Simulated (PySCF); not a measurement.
C10H8.
Atom-mapped SMILES: `[CH:1]#[C:2][c:3]1[cH:4][cH:5][cH:6][cH:7][c:8]1[CH:9]=[CH2:10]`

Geometry (GFN2-xTB, Å), atoms numbered from 1 in this order:
```xyz
18
C10H8 angstrom
C      1.2002   -1.3322   -2.7943
C      0.9407   -0.6602   -1.8332
C      0.6661    0.1604   -0.7121
C      1.3443    1.3726   -0.5937
C      1.1113    2.2003    0.4865
C      0.1977    1.8207    1.4584
C     -0.4845    0.6250    1.3435
C     -0.2742   -0.2277    0.2613
C     -0.9776   -1.4957    0.1112
C     -2.0613   -1.8759    0.7774
H      1.4177   -1.9267   -3.6311
H      2.0550    1.6522   -1.3582
H      1.6413    3.1371    0.5746
H      0.0202    2.4603    2.3106
H     -1.1845    0.3408    2.1141
H     -0.5588   -2.1551   -0.6388
H     -2.5192   -2.8334    0.5975
H     -2.5431   -1.2562    1.5146
```

NICS = −σ at a ghost point: NICS(0) at the centroid of the ring atoms, NICS(1) 1 Å to either side along the normal of their mean plane, zz for the tensor component along that normal. Level: GIAO PBE0/pcSseg-1 (PySCF, non-relativistic, gas phase) on the GFN2-xTB geometry, one conformer.

Ring bond lengths (Å), with Mayer bond orders in brackets: C3–C4 1.394 (1.42), C4–C5 1.381 (1.46), C5–C6 1.387 (1.40), C6–C7 1.381 (1.47), C7–C8 1.394 (1.39), C8–C3 1.408 (1.32).

What do the NICS probes read (ppm)?

```csv
ring,type,NICS(0),"NICS(1), two faces","NICS(1)zz, two faces",rms pucker (Å),"centre to ring atoms, mean (Å)"
C3–C4–C5–C6–C7–C8,6-membered carbocycle; formal bonds all aromatic,-7.6,-10.4 / -10.3,-25.1 / -24.7,0.00,1.39
```

What do they say, and how far can they be read as aromaticity?

- C3–C4–C5–C6–C7–C8: mean NICS(1)zz -24.9 ppm, shielded. For a flat ring without four-coordinate atoms the NICS criterion counts such a value as aromatic.

And the bond-length index? HOMA takes Krygowski's 1993 parameters.

- C3–C4–C5–C6–C7–C8: HOMA 0.98 = 1 − EN − GEO, with mean bond length 1.391 Å, EN = α(Ropt − mean)² = 0.002 and GEO = α × variance = 0.022. The geometric and the magnetic index point the same way.

How shielded are the nuclei of the rings and their hydrogens (means over atoms taken as equivalent)?

```csv
atoms,environment,σ isotropic (ppm),"principal values of the symmetric part, first atom (ppm)"
C3,substituted aromatic carbon,61.3,"-29.0, 50.6, 162.2"
C4,aromatic CH carbon,45.8,"-63.1, 34.6, 165.8"
C5,aromatic CH carbon,53.9,"-55.5, 39.3, 177.9"
C6,aromatic CH carbon,52.7,"-56.4, 37.5, 176.9"
C7,aromatic CH carbon,58.5,"-46.8, 41.0, 181.3"
C8,substituted aromatic carbon,41.8,"-50.9, 0.6, 175.7"
H12,aromatic hydrogen,23.80,"20.1, 22.9, 28.3"
H13,aromatic hydrogen,24.24,"21.1, 24.8, 26.9"
H14,aromatic hydrogen,24.12,"20.8, 24.6, 26.9"
H15,aromatic hydrogen,23.71,"19.4, 23.5, 28.2"
```
